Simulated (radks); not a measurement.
Values are calculated unless marked as measured or tabulated.
Question: Species: the bromine ion Br3+. Configuration: [Ar] 3d10 4s2 4p1 5d1 (not the ground configuration). Code: a radial shooting solver on a logarithmic mesh with Libxc functionals. Model: Dirac Kohn-Sham, PBE, spin-unpolarised, spherical densities, finite nucleus; open shells fill j = l - 1/2 first; Fermi nuclear charge, rms radius 4.1629 fm.

Spin-orbit splittings of the eigenvalues, e(l+1/2) - e(l-1/2), with zeta = 2 splitting/(2l+1) and mean radii in bohr:

shell  occ.  splitting (eV)  zeta (eV)  <r> j=l-1/2  <r> j=l+1/2
2p        6               ?          ?       0.1627       0.1666
3p        6           6.852      4.568       0.5561       0.5665
3d       10           1.095     0.4379       0.5834       0.5873
4p        1          0.8057     0.5371        1.687        1.711
5d        1         0.02543    0.01017        5.028        5.037

Estimate the 2p splitting.

Answer: 47.52 eV (zeta = 31.68 eV).
